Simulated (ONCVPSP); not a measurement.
**What one change does to a pseudopotential (fluorine (F), ONCV)**

F, optimised norm-conserving Vanderbilt (ONCV), made with ONCVPSP 4.0.1 (PBEsol, scalar-relativistic). Core [He], reference 2s2 2p5. Waves: 2s: rc 0.55 bohr, ncon 4, nbas 7, qcut 12.7 1/bohr, 2 projectors, debl 0.8 Ha; 2p: rc 1.25 bohr, ncon 4, nbas 8, qcut 14 1/bohr, 2 projectors, debl 1 Ha; d scattering state at 0.35 Ha: rc 1.25 bohr, ncon 4, nbas 7, qcut 7 1/bohr, 3 projectors, debl 1.3 Ha. Local part: polynomial inside 0.55 bohr (lpopt 4, dvloc0 0 Ha). Core correction: polynomial model core, fcfact 0.5.

In the s channel the program set the typed energies aside and used -1.092, 0.250 Ha.

Change: s: nproj 1.

Cutoffs: the cutoffs (Ha) at which the residual kinetic energy of the hardest occupied pseudo-wave falls to 1 and 0.1 mHa per electron; they do not see the model core or the augmentation charge, which bear on the density cutoff. Errors are all-electron minus pseudo energies relative to the spin-unpolarised reference configuration.

Q: What does the change do?

A: The potential gets neither clearly harder nor softer (198 Ha and 397 Ha → 198 Ha and 397 Ha); the bound ghosts move from d, s to d; of the 4 tests that both files solve, the error grows in 1 and shrinks in 0 by more than 15 % and 0.3 meV (median size 39.2 → 44.6 meV).

| quantity | base | changed |
| --- | --- | --- |
| cutoff, loose | 198 Ha | 198 Ha |
| cutoff, tight | 397 Ha | 397 Ha |
| bound ghosts | s, d | d |
| GHOST(+) flags under 300 eV | none | none |
| error for 2s2 2p4, meV [ΔE 19.32 eV] | +7.6 | +8.9 |
| error for 2s2 2p3, meV [ΔE 57.60 eV] | +71 | +80 |
| error for 2s2 2p2, meV [ΔE 118.08 eV] | +288 | +327 |
| error for 2s1 2p5, meV [ΔE 38.30 eV] | -3.6 | -3.2 |
| s: phases at 0.56 bohr within 0.05 rad from the reference energy up to (Ha; the scan ends near 5) | to the end of the scan | to the end of the scan |
| p: phases at 1.27 bohr within 0.05 rad from the reference energy up to (Ha; the scan ends near 5) | to the end of the scan | to the end of the scan |
| d: phases at 1.27 bohr within 0.05 rad from the reference energy up to (Ha; the scan ends near 5) | to the end of the scan | to the end of the scan |
| rms error of d²Exc/dni dnj with the model core, mHa | 1.29 | 1.29 |

 A true bound ghost makes a file unfit for plane-wave use even where its test errors are small: the radial tests pick states by their node count and pass the ghost by.
